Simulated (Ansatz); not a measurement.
Geometry optimisation, Ansatz 0.2.0, RHF/def2-SVP.

The input (input.yaml):

```yaml
crystal:
  periodic: [false, false, false]
  atoms:
    - { symbol: Ge, position_ang: [0.0, 0.0, 0.0] }
    - { symbol: H, position_ang: [0.0, 0.0, 1.9] }
    - { symbol: Cl, position_ang: [2.0935, 0.0, -0.7393] }
    - { symbol: Cl, position_ang: [-1.0456, 1.8115, -0.7393] }
    - { symbol: Ge, position_ang: [-1.1304, -1.9584, -0.7992] }
    - { symbol: H, position_ang: [-1.8281, -2.673, 0.3861] }
    - { symbol: H, position_ang: [-2.1918, -1.5497, -1.8522] }
    - { symbol: H, position_ang: [-0.1029, -2.92, -1.4487] }
    - { symbol: F, position_ang: [-1.879, 0.0, 0.6243] }
    - { symbol: H, position_ang: [-1.0089, 0.0, 1.7574] }
basis:
  gaussian: { orbitals: def2-SVP }
hamiltonian:
  xc: hf
relax:
  f_tol: 0.15
  max_steps: 25
  restrain:
    - { distance: [0, 8], at: 1.68, k: 30.0 }
    - { distance: [9, 1], at: 0.66, k: 30.0 }
    - { distance: [0, 1], at: 2.75, k: 30.0 }
    - { distance: [9, 8], at: 2.12, k: 30.0 }
```

Command:

```bash
$ ansatz run input.yaml --threads 4 --pin off --max-ram 5120MiB --backend cpu --events-out ev --progress --plain --runs-dir out
```

**Question.** Where does it end, and by what steps?

**Answer.** The forces met the threshold. The restraints hold the end off the free minimum; the threshold counts their pulls, which the force column leaves out. Restrained pairs: Ge1–F9 (1.98 → 1.70 Å), H2–H10 (1.02 → 0.71 Å), Ge1–H2 (1.90 → 2.76 Å), F9–H10 (1.43 → 2.13 Å). After 13 steps the energy has fallen by 4.283 eV (the restraints' own energy left out); Cl4 moved furthest, 1.36 Å.

| step | energy less start (eV) | largest force component (eV/Å) | accepted |
| --- | --- | --- | --- |
| 0 | 0.0000 | 3.229 | yes |
| 1 | -0.7206 | 1.870 | yes |
| 2 | -1.1497 | 2.924 | yes |
| 3 | -2.0247 | 2.216 | yes |
| 4 | -2.7793 | 1.373 | yes |
| 5 | -3.2950 | 0.986 | yes |
| 6 | -3.6362 | 1.189 | yes |
| 7 | -3.8760 | 1.295 | yes |
| 8 | -4.0249 | 1.088 | yes |
| 9 | -4.1130 | 1.237 | yes |
| 10 | -4.1855 | 1.281 | yes |
| 11 | -4.2583 | 0.864 | yes |
| 12 | -4.2781 | 1.172 | yes |
| 13 | -4.2828 | 1.239 | yes |

```xyz
10
Properties=species:S:1:pos:R:3
Ge -0.474 0.279 -0.354
H -0.118 -0.873 2.131
Cl 1.603 0.535 0.124
Cl -0.856 1.544 -2.056
Ge -1.196 -2.001 -0.898
H -1.485 -2.750 0.399
H -2.454 -1.886 -1.758
H -0.059 -2.675 -1.665
F -1.370 1.006 0.895
H -0.683 -0.469 2.271
```

Time of the run: 32 s on 4 threads of Arm Neoverse V1, on a shared host, peak memory 0.42 GiB.
